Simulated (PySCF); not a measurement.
CH6Al2O4, SMILES [OH][Al]([OH])[CH2][Al]([OH])[OH].

The structure is a stationary point at PBE0-D3(BJ)/def2-SVP. The structure was generated by enumeration; whether it is a known compound was not checked. The values are those of a single conformer.

All values below come from C-PCM-PBE0/def2-SVP (PySCF).

The values are the electrostatic part of the solvation free energy, E(continuum) − E(gas) at the gas-phase geometry, in a cavity of scaled van der Waals radii (PySCF's table); cavitation and dispersion terms are not included. A continuum can't describe solvent molecules that bind to the metal. In vacuum the orbital gap is 7.49 eV. The dipole moment in vacuum is 2.22 D.

```json
[
 {"solvent": "water", "ε": "78.36", "ΔG(elec) (kcal/mol)": "-14.5", "dipole (D)": "2.69", "gap (eV)": "7.61"},
 {"solvent": "toluene", "ε": "2.37", "ΔG(elec) (kcal/mol)": "-8.2", "dipole (D)": "2.47", "gap (eV)": "7.58"},
 {"solvent": "ethylethanoate", "ε": "5.99", "ΔG(elec) (kcal/mol)": "-12.1", "dipole (D)": "2.60", "gap (eV)": "7.60"}
]
```
